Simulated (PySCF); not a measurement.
cadmium atom (Cd), singlet (core potentials on Cd). Base run: BLYP/def2-SV(P) (PySCF).

The PySCF input:
```python
from pyscf import gto, scf, dft

mol = gto.M(
    atom='''
Cd    0.000000    0.000000    0.000000
''',
    basis='def2-sv(p)',
    ecp={'Cd': 'def2-sv(p)'},
    charge=0,
    spin=0,
    verbose=4,
)

mf = dft.RKS(mol)
mf.xc = 'blyp'
mf.kernel()
```

Each row names what was changed in the base input (with any setting that the change needs).

```json
[
 {"change": "base", "ΔE vs base (mEh)": "0.000", "SCF cycles": "7", "outcome": "converged"},
 {"change": "diis = off (with mf.max_cycle = 100)", "ΔE vs base (mEh)": "-", "SCF cycles": "100", "outcome": "not converged"},
 {"change": "level_shift = 0.1 (with mf.max_cycle = 100)", "ΔE vs base (mEh)": "0.000", "SCF cycles": "9", "outcome": "converged"},
 {"change": "diis = off; damp = 0.6 (with mf.diis_start_cycle = 200; with mf.max_cycle = 150)", "ΔE vs base (mEh)": "0.000", "SCF cycles": "17", "outcome": "converged"},
 {"change": "DIIS = ADIIS", "ΔE vs base (mEh)": "0.000", "SCF cycles": "15", "outcome": "converged"},
 {"change": "diis_space = 2", "ΔE vs base (mEh)": "0.000", "SCF cycles": "10", "outcome": "converged"},
 {"change": "conv_tol = 1e-6", "ΔE vs base (mEh)": "0.000", "SCF cycles": "6", "outcome": "converged"},
 {"change": "conv_tol = 1e-7", "ΔE vs base (mEh)": "0.000", "SCF cycles": "7", "outcome": "converged"},
 {"change": "diis_space = 4", "ΔE vs base (mEh)": "0.000", "SCF cycles": "8", "outcome": "converged"},
 {"change": "solver = newton; init_guess = 1e", "ΔE vs base (mEh)": "0.000", "SCF cycles": "-", "outcome": "converged"},
 {"change": "damp = 0.5; diis_start_cycle = 5", "ΔE vs base (mEh)": "0.000", "SCF cycles": "9", "outcome": "converged"},
 {"change": "level_shift = 1.0 (with mf.max_cycle = 100)", "ΔE vs base (mEh)": "0.000", "SCF cycles": "27", "outcome": "converged"},
 {"change": "solver = newton", "ΔE vs base (mEh)": "0.000", "SCF cycles": "-", "outcome": "converged"}
]
```
